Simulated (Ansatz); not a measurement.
The cluster Cu₂S₂ was relaxed with r2SCAN-D4 (def2-SVP) in Ansatz in these states: charge +1 doublet, neutral quintet, neutral triplet. The geometries follow in no particular order.

A:

```xyz
4

Cu    1.0472    0.6215   -0.7094
Cu   -1.0486   -0.6202    0.7083
S     0.1023    1.1268    1.1381
S    -0.1008   -1.1280   -1.1371
```

B:

```xyz
4

Cu    0.469    0.892   -0.673
Cu   -0.469   -0.892    0.673
S    -1.470   -0.008   -1.035
S     1.470    0.008    1.035
```

C:

Cartesian coordinates in Å:
```
Cu 1.2116 -0.1442 -0.6828
Cu -1.1997 0.1570 0.7006
S -0.3095 1.4524 -0.8556
S 0.2976 -1.4652 0.8378
```

Judge from the bond lengths which geometry belongs to which state (an estimate).

A is the charge +1 doublet (Cu1–Cu2 2.818 Å, Cu1–S3 2.136 Å, Cu2–S4 2.136 Å); B is the neutral triplet (Cu1–Cu2 2.424 Å, Cu1–S3 2.168 Å, Cu2–S4 2.168 Å); C is the neutral quintet (Cu1–Cu2 2.796 Å, Cu1–S3 2.212 Å, Cu2–S4 2.212 Å).

At PBE0-D4/def2-TZVP a triplet lies 2.97 eV below the neutral quintet. These are the stationary points nearest to one start from a short search; other shapes may lie lower in each state.
